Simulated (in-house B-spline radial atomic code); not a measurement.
The numbers below are computed, except where a source is named.
**Weak and strong correlation along the adiabatic connection**

Two-electron singlets in several external potentials (atomic units), by full CI in B-splines with partial waves to l = 8 (correlation energies up to 0.6 % small). The repulsion is scaled by λ at fixed density; W(λ) is the mean repulsion less the Hartree energy, W(0) = E_x, and the area under W from 0 to 1 is E_xc.

Relative drop (W(λ) − E_x)/E_x:

| system | λ = 0.12 | λ = 0.25 | λ = 0.4 | λ = 0.6 | λ = 0.8 | λ = 1 |
| --- | --- | --- | --- | --- | --- | --- |
| −Z exp(−kr)/r, Z = 8.32, k = 1.01 | 0.0023 | 0.0047 | 0.0075 | 0.0111 | 0.0147 | 0.0182 |
| ω²r²/2, ω = 0.173 | 0.0390 | 0.0736 | 0.1059 | 0.1395 | 0.1656 | 0.1864 |
| −Z exp(−kr)/r, Z = 3.04, k = 0.107 | 0.0067 | 0.0137 | 0.0215 | 0.0314 | 0.0408 | 0.0497 |
| −V exp(−r²/w²), V = 8.1, w = 4.31 | 0.0166 | 0.0332 | 0.0506 | 0.0714 | 0.0897 | 0.1060 |
| −V exp(−r²/w²), V = 24.9, w = 3.36 | 0.0108 | 0.0220 | 0.0340 | 0.0490 | 0.0627 | 0.0754 |
| ω²r²/2 − Z/r, ω = 0.056, Z = 0.5 | 0.0440 | 0.0819 | 0.1165 | 0.1521 | 0.1795 | 0.2012 |
| −Z/r, Z = 1.06 | 0.0307 | 0.0592 | 0.0873 | 0.1183 | 0.1437 | 0.1649 |

Task: Order the systems by how far second-order (GL2) theory, half the initial slope (estimated from the first points of each curve), overshoots the correlation energy, least first.
A. −Z exp(−kr)/r, Z = 8.32, k = 1.01
B. −V exp(−r²/w²), V = 24.9, w = 3.36
C. −Z exp(−kr)/r, Z = 3.04, k = 0.107
D. ω²r²/2 − Z/r, ω = 0.056, Z = 0.5
E. −V exp(−r²/w²), V = 8.1, w = 4.31
F. −Z/r, Z = 1.06
G. ω²r²/2, ω = 0.173

Result: A (GL2/E_c = 1.03), C (GL2/E_c = 1.09), B (GL2/E_c = 1.15), E (GL2/E_c = 1.23), F (GL2/E_c = 1.42), G (GL2/E_c = 1.57), D (GL2/E_c = 1.65).

Task: What else changes along this order?

Result: The ratio follows the bend of the curve. With it the leading natural occupation goes from 1.999 to 1.860 and −T_c/E_c from 0.97 to 0.62 between the first and the last.
